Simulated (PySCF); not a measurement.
C₄H₉O, SMILES C1CC[OH+]C1, charge +1.

Geometry optimised at B3LYP-D3(BJ)/def2-SVP. The isomer is the one that the SMILES or the coordinates give; other isomers of the formula were not compared. One conformer was computed; it need not be the lowest.

Computed with PySCF with PBE/def2-TZVP.

Isolated molecule, no solvent.

Computed frontier levels, gap, dipole moment and polarisability:
- highest occupied level = -13.20 eV
- lowest empty level = -6.10 eV
- orbital gap = 7.10 eV
- dipole moment about the centre of nuclear charge = 2.26 D
- mean static polarisability = 47.4 bohr³ (7.03 Å³)
- polarisability, principal values = 41.8, 49.2, 51.4 bohr³
